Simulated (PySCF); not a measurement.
## Worked example for `CC1CCN(C)CC1` (C7H15N): ionisation energy to the radical cation

Level of theory: ωB97X-D3(BJ)/ma-def2-SVP single points in PySCF, grid level 2; every species was optimised with PBE0-D3(BJ)/def2-SVP. The prefix ma- adds one diffuse s and one diffuse p function on all atoms but H. ωB97X-D3(BJ) is ωB97X-V with D3(BJ) in place of VV10. Zero-point energies come from unscaled GFN2-xTB harmonic frequencies. These were taken at the GFN2-xTB minima.

```csv
state,structure,E / Eh
parent,parent,-330.488847
radical cation,parent,-330.197902
radical cation,radical cation,-330.214783
parent,radical cation,-330.478140
```

Zero-point energy of the radical cation less that of the parent: -0.064 eV. 1 Eh = 27.2114 eV.

Work out the vertical and adiabatic ionisation energy.

Vertical: (-330.197902) − (-330.488847) = 0.290945 Eh = 7.92 eV. Adiabatic: 0.274064 Eh = 7.458 eV, and 7.39 eV with zero-point energy.

And the inner reorganisation energy of self-exchange?

The radical cation relaxes by 459.4 meV and the parent by 291.3 meV, so λ = 751 meV.

Known limits: ma-def2-SVP is a small basis, whose errors can reach tens of kJ/mol.
